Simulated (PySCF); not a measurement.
How methods differ on the ionisation energy of Ru⁺

Ru⁺ [Kr] 4d7 (4F) → Ru²⁺ [Kr] 4d6 (5D), as a difference of total energies. Calculation: PySCF 2.14, in def2-SVP with the def2 core potential (28 electrons) (5s3p2d1f, 31 functions); a scalar-relativistic core potential. Correlated levels: valence: 4s2 4p6 frozen. The calculations carry no spin-orbit coupling.

Order these methods by the ionisation energy they give, lowest first.
A. PBE
B. SCS-MP2 (valence)
C. M06-2X
D. MP2 (valence)

D (15.796 eV), B (15.879 eV), A (17.000 eV), C (17.042 eV).

The reference lies between the lowest fine-structure levels, while these numbers refer to the centres of the terms.

Errors of the correlated levels include the incompleteness of this basis and the frozen core.

For comparison: 16.76 ± 0.06 eV (semi-empirical (NIST evaluation); NIST Atomic Spectra Database, ionization energies).
